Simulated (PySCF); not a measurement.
B(H)(I)(OMe) (CH4BIO), SMILES O(C)BI. The structure is a stationary point at PBE0-D3(BJ)/def2-SVP. The def2 effective core potentials stand for the cores of I; spin–orbit coupling is left out. Other conformers were not sampled.

Method: PySCF with PBE0-D3(BJ)/def2-SVP.

Harmonic wavenumbers (cm⁻¹): 133, 150, 203, 288, 669, 817, 1017, 1092, 1184, 1184, 1401, 1467, 1473, 1502, 2635, 3054, 3160, 3169. Rotational constants (GHz): 41.51, 1.335, 1.305; symmetry number 1.

Question: Work out the zero-point energy and the ideal-gas rigid-rotor harmonic-oscillator thermochemistry at 298.15 K and 1 atm.

Answer: ZPE = ½ Σ hcν = ½ × 24598 cm⁻¹ = 147.13 kJ/mol. H − E(el) = 163.94 kJ/mol. Entropy in J/(mol K): translation 172.78, rotation 108.36, vibration 41.83, total 322.97. G − E(el) = 67.65 kJ/mol. Cp = 76.32 J/(mol K). Modes under 150 cm⁻¹ make the vibrational entropy uncertain.
